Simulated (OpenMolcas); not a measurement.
# OpenMolcas run: I5+

Input:

```
&GATEWAY
Coord
1

I 0.0 0.0 0.0
Basis=ANO-R1
Group=XYZ
NoMove
AngMom=0.0 0.0 0.0
AMFI
&SEWARD
* reference wave functions (RASSCF and RASSI steps not shown): 2 electrons in 4 orbitals (5s 5p)
>>> COPY JOB001 $Project.JobIph
&CASPT2
Multistate=3 1 2 3
Frozen=9 9
IPEA=0.25
Imaginary=0.1
MaxIter=60
WThr=0.0 0.3 0.05
PrWF=0.5
NoMix
>>> COPY JOB002 $Project.JobIph
&CASPT2
Multistate=7 1 2 3 4 5 6 7
Frozen=9 9
IPEA=0.25
Imaginary=0.1
MaxIter=60
WThr=0.0 0.3 0.05
PrWF=0.5
NoMix
>>> COPY JOB003 $Project.JobIph
&CASPT2
Multistate=3 1 2 3
Frozen=9 9
IPEA=0.25
Imaginary=0.1
MaxIter=60
WThr=0.0 0.3 0.05
PrWF=0.5
NoMix
...
```

Launched by
```bash
OMP_NUM_THREADS=1 MOLCAS_MEM=1689 MOLCAS_PROJECT=a pymolcas a.inp > a.log  # once for each step of the input, in one work folder
```

Output, cut to the results:

```
--- CASPT2 ---
Orbital specifications:
      -----------------------

      Symmetry species                           1   2
                                                ag  au
      Frozen orbitals                            9   9
      Inactive orbitals                          5   0
      Active orbitals                            1   3
      Secondary orbitals                         6  10
      Deleted orbitals                           0   0
      Number of basis functions                 21  22
Type of calculation                        MS-CASPT2
      Fock operator                              state-specific
      IPEA shift                                 0.25
      Real shift                                 0.00
      Imaginary shift                            0.10
      The input orbitals will be transformed to quasi-canonical
Reference energy:       -7106.4440771248
      E2 (Non-variational):      -0.3202188980
      Shift correction:          -0.0000792785
      E2 (Variational):          -0.3202981766
      Total energy:           -7106.7643753014
      Residual norm:              0.0000001555
      Reference weight:           0.95533
      Contributions to the CASPT2 correlation energy
      Active & Virtual Only:         -0.0041935870
      One Inactive Excited:          -0.0628822107
      Two Inactive Excited:          -0.2531431004
Reference energy:       -7106.4440771248
      E2 (Non-variational):      -0.3202188980
      Shift correction:          -0.0000792785
      E2 (Variational):          -0.3202981766
      Total energy:           -7106.7643753014
      Residual norm:              0.0000001555
      Reference weight:           0.95533
      Contributions to the CASPT2 correlation energy
      Active & Virtual Only:         -0.0041935870
      One Inactive Excited:          -0.0628822107
      Two Inactive Excited:          -0.2531431004
::    CASPT2 Root  1     Total energy:  -7106.76437530
::    CASPT2 Root  2     Total energy:  -7106.76437530
::    CASPT2 Root  3     Total energy:  -7106.76437530
::    MS-CASPT2 Root  1     Total energy:  -7106.76437530
::    MS-CASPT2 Root  2     Total energy:  -7106.76437530
::    MS-CASPT2 Root  3     Total energy:  -7106.76437530
--- CASPT2 ---
Orbital specifications:
      -----------------------

      Symmetry species                           1   2
                                                ag  au
      Frozen orbitals                            9   9
      Inactive orbitals                          5   0
      Active orbitals                            1   3
      Secondary orbitals                         6  10
      Deleted orbitals                           0   0
      Number of basis functions                 21  22
Type of calculation                        MS-CASPT2
      Fock operator                              state-specific
      IPEA shift                                 0.25
      Real shift                                 0.00
      Imaginary shift                            0.10
      The input orbitals will be transformed to quasi-canonical
Reference energy:       -7107.3609363587
      E2 (Non-variational):      -0.3157444381
      Shift correction:          -0.0000635317
      E2 (Variational):          -0.3158079698
      Total energy:           -7107.6767443284
      Residual norm:              0.0000007763
      Reference weight:           0.95852
      Contributions to the CASPT2 correlation energy
      Active & Virtual Only:         -0.0021084698
      One Inactive Excited:          -0.0600034289
      Two Inactive Excited:          -0.2536325395
Reference energy:       -7106.3857041686
      E2 (Non-variational):      -0.3542653115
      Shift correction:          -0.0007757807
      E2 (Variational):          -0.3550410921
      Total energy:           -7106.7407452607
      Residual norm:              0.0000005186
      Reference weight:           0.91319
      Contributions to the CASPT2 correlation energy
      Active & Virtual Only:         -0.0392210801
      One Inactive Excited:          -0.0619073308
      Two Inactive Excited:          -0.2531369005
::    CASPT2 Root  1     Total energy:  -7107.67674433
::    CASPT2 Root  2     Total energy:  -7106.74074526
::    CASPT2 Root  3     Total energy:  -7106.74077382
::    CASPT2 Root  4     Total energy:  -7106.74074805
::    CASPT2 Root  5     Total energy:  -7106.74077695
::    CASPT2 Root  6     Total energy:  -7106.74077721
::    CASPT2 Root  7     Total energy:  -7106.62338940
::    MS-CASPT2 Root  1     Total energy:  -7107.67886872
::    MS-CASPT2 Root  2     Total energy:  -7106.74079373
::    MS-CASPT2 Root  3     Total energy:  -7106.74078700
::    MS-CASPT2 Root  4     Total energy:  -7106.74077658
::    MS-CASPT2 Root  5     Total energy:  -7106.74074552
::    MS-CASPT2 Root  6     Total energy:  -7106.74073935
::    MS-CASPT2 Root  7     Total energy:  -7106.62124412
--- CASPT2 ---
Orbital specifications:
      -----------------------

      Symmetry species                           1   2
                                                ag  au
      Frozen orbitals                            9   9
      Inactive orbitals                          5   0
      Active orbitals                            1   3
      Secondary orbitals                         6  10
      Deleted orbitals                           0   0
      Number of basis functions                 21  22
Type of calculation                        MS-CASPT2
      Fock operator                              state-specific
      IPEA shift                                 0.25
      Real shift                                 0.00
      Imaginary shift                            0.10
      The input orbitals will be transformed to quasi-canonical
Reference energy:       -7106.9695686789
      E2 (Non-variational):      -0.3022046197
      Shift correction:          -0.0000698015
      E2 (Variational):          -0.3022744212
...
```

Levels above the lowest, from the spin-orbit matrix with the single-state CASPT2 energies, averaged by term, on its diagonal:

```json
{"Configuration": "5s2", "Term": "1S", "J": "0", "E (cm-1)": "0.0", "Measured (cm-1)": "0.0", "g": "", "Term weight %": "100", "Second": ""}
{"Configuration": "5s 5p", "Term": "3P*", "J": "0", "E (cm-1)": "80167", "Measured (cm-1)": "85666", "g": "", "Term weight %": "100", "Second": ""}
{"Configuration": "5s 5p", "Term": "3P*", "J": "1", "E (cm-1)": "83567", "Measured (cm-1)": "89262", "g": "1.489", "Term weight %": "97", "Second": "3 1P*"}
{"Configuration": "5s 5p", "Term": "3P*", "J": "2", "E (cm-1)": "93248", "Measured (cm-1)": "99685", "g": "1.501", "Term weight %": "100", "Second": ""}
{"Configuration": "5s 5p", "Term": "1P*", "J": "1", "E (cm-1)": "121604", "Measured (cm-1)": "127424", "g": "1.013", "Term weight %": "97", "Second": "3 3P*"}
{"Configuration": "5p2", "Term": "3P", "J": "0", "E (cm-1)": "188445", "Measured (cm-1)": "200085", "g": "", "Term weight %": "93", "Second": "7 1S"}
{"Configuration": "5p2", "Term": "3P", "J": "1", "E (cm-1)": "195987", "Measured (cm-1)": "208474", "g": "1.501", "Term weight %": "100", "Second": ""}
{"Configuration": "5p2", "Term": "3P", "J": "2", "E (cm-1)": "198959", "Measured (cm-1)": "", "g": "1.269", "Term weight %": "54", "Second": "46 1D"}
{"Configuration": "5p2", "Term": "1D", "J": "2", "E (cm-1)": "211028", "Measured (cm-1)": "", "g": "1.232", "Term weight %": "54", "Second": "46 3P"}
{"Configuration": "5p2", "Term": "1S", "J": "0", "E (cm-1)": "234495", "Measured (cm-1)": "245658", "g": "", "Term weight %": "93", "Second": "7 3P"}
```

Against the 7 measured excited levels shown (the list in Rauch et al., Astron. Astrophys. 606, A105 (2017)) the mean absolute deviation is 8400 cm-1; the largest miss in energy is 5p2 3P1: computed 195987, measured 208474 cm-1 (-6.0 %).

The ¹D term of p² mixes with s d, which this space lacks. The basis is small and was not contracted for so high a charge. Computed and measured levels are paired by configuration, term and J; levels that our copy of the source lacks, or whose pairing is in doubt (as where it misses far off the trend of its configuration), stay unpaired and out of the deviations. Only configurations of the active space appear.

The term weight is that of the spin-free term in the level, not the purity of its configuration. * marks odd parity.
